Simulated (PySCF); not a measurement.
Static response to an electric field

C₄H₆FNSi.
Atom-mapped SMILES: `[CH3:1]/[C:2](=[CH:3]/[F:4])[SiH2:5][C:6]#[N:7]` (hydrogens: H8, H9, H10 on C1; H11 on C3; H12, H13 on Si5)

Structure used (GFN2-xTB), in Å, numbered top down from 1:
```
atom  x, y, z in Å
C1    -0.8020   -1.1590   -0.5768
C2    -0.5308    0.0658    0.2405
C3    -1.5326    0.7288    0.7940
F4    -1.3268    1.8320    1.5427
Si5    1.2578    0.6365    0.4939
C6     2.1474    0.0791   -1.0552
N7     2.6889   -0.2656   -2.0039
H8    -1.8696   -1.3538   -0.6557
H9    -0.3193   -2.0246   -0.1248
H10   -0.3882   -1.0408   -1.5774
H11   -2.5856    0.4890    0.7238
H12    1.8783   -0.0765    1.6145
H13    1.3781    2.0896    0.5668
```

Level: wB97X-D/def2-SVPD (PySCF), static field, nuclei fixed, core orbitals frozen in the response. The polarisability tensor in these axes (au):

```
x    86.14  -4.07 -11.39
y    -4.07  69.66  11.33
z   -11.39  11.33  73.76
```

Q: Diagonalise the tensor; give its mean and Δα, where Δα² is half the sum of the squared differences of the eigenvalues.

A: Principal values 59.37, 73.78 and 96.40 au; mean 76.52 au = 11.34 Å³ = 12.62 × 10⁻⁴⁰ C²·m²/J; Δα = 32.32 au (42 % of the mean).

Q: What is the dipole moment, and where does it point?

A: (-2.55, -0.38, 2.08) D, 3.31 D in size, pointing from the negative to the positive side. Measured along this direction, the outermost atoms are N7 at the negative end and H11 at the positive end.

Q: Refractivity n − 1 of an ideal gas of it at 500 K and 1 atm, from the electronic α?

A: N = p/kT = 1.4678 × 10¹⁹ cm⁻³, so n − 1 = 2π × N × 11.34 × 10⁻²⁴ cm³ = 1046 × 10⁻⁶ at long wavelengths.

Q: Orientational against electronic polarisability at 273 K (dilute gas, rigid molecules)?

A: In Gaussian units μ²/3kT = 97.02 Å³ against 11.34 Å³, a ratio of 8.56; the Debye molar polarisation (4π/3)N_A(α + μ²/3kT) is 273.3 cm³/mol, leaving out the vibrational part.

Q: Along which axes do the principal values lie, and how far do the nuclei extend along each?

A: Largest value along (0.75, -0.35, -0.55), where the nuclei span 5.76 Å; middle along (0.63, 0.63, 0.46), 4.77 Å; least along (0.19, -0.69, 0.70), 2.32 Å. The response follows the extents in order.

Q: Form Σ f/ω² (atomic units) for the 8 lowest TDDFT singlets, given as eV and f, and set it beside the mean polarisability, which is this sum over all singlets: 6.67, 0.2171; 6.97, 0.0142; 7.24, 0.0011; 7.28, 0.0363; 7.46, 0.0044; 7.56, 0.0035; 7.60, 0.0077; 7.73, 0.0022.

A: They add up to 4.58 au, 6.0 % of the 76.52 au; the largest single term is 3.61 au, from the state at 6.67 eV. Terms in order: 3.61, 0.22, 0.02, 0.51, 0.06, 0.05, 0.10, 0.03 au. Higher excitations give the rest. The strengths listed sum to 0.286.

Q: Rayleigh depolarisation ratio (linearly polarised light, static tensor)?

A: ρ = 3Δα²/(45ᾱ² + 4Δα²) = 3134.5/(263473 + 4179.4) = 0.0117.

Geometry: GFN2-xTB, one conformer, isolated molecule.

The run behind these numbers computed excited states as well. On Arm Neoverse N1, one thread, no GPU, shared host, this took 69 s (with the writing of density and orbital grids) and 0.82 GiB of memory at its peak.
